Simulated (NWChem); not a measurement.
System: CF2, singlet; SMILES F[C]F

```xyz
3

F      1.0237     0.0000    -0.1971
C      0.0000     0.0000     0.5910
F     -1.0237     0.0000    -0.1971
```
Atoms are numbered in this order, from 1.

Low-valent species are run as closed-shell singlets; no triplet was tried in these runs. Structure relaxed at the PBE0/def2-SVP level.

Question: Give the principal values of the shielding tensors (ppm) of F1, C2 from BHandHLYP/pcSseg-1, GIAO (NWChem), with their diamagnetic and paramagnetic parts as GIAO splits them.

Answer: 
```csv
atom,σ11,σ22,σ33,isotropic,diamagnetic,paramagnetic
F1,-538.8,120.0,271.2,-49.2,474.4,-523.6
C2,-500.2,24.5,32.8,-147.6,245.2,-392.8
```
